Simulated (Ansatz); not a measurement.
Coupled-cluster diagnostics for Au₃O⁺, Ansatz.

Geometry of the singlet (r2SCAN-D4/def2-SVP):

```xyz
4

Au   -0.063    0.706   -1.733
Au   -0.911   -1.594    0.361
Au    1.393    0.518    1.137
O    -0.418    0.370    0.235
```

In the def2 sets Au takes a core potential; there is no spin–orbit coupling. Correlated methods freeze 1 core orbital; core or outer-core shells of Au are correlated, in sets that lack core-valence functions. The structure comes from a short search, and lower isomers may exist.

**Question.** Estimate the CCSD(T) correlation energy, the shares of MP2 and (T), T1 and the reference's ⟨S²⟩ for: charge 1, singlet, own geometry in def2-TZVP; and the rough time on 4 threads of Arm Neoverse V2 on a shared host.

**Answer.** 
| state | basis | correlation (eV) | MP2 share (%) | (T) share (%) | T1 | ⟨S²⟩ (pure) | wall time |
| --- | --- | --- | --- | --- | --- | --- | --- |
| charge 1, singlet, own geometry | def2-TZVP | -38.441 | 104.0 | 3.1 | 0.031 | 0.00 (0.00) | 2.5 min |
Customary marks for T1 are 0.02 (closed shells), 0.045 (open shells) and about 0.05 (3d metals). T1 exceeds 0.02 in 1 of 1 rows and 0.045 in 0; the higher it lies, the less the single-reference result can be trusted.
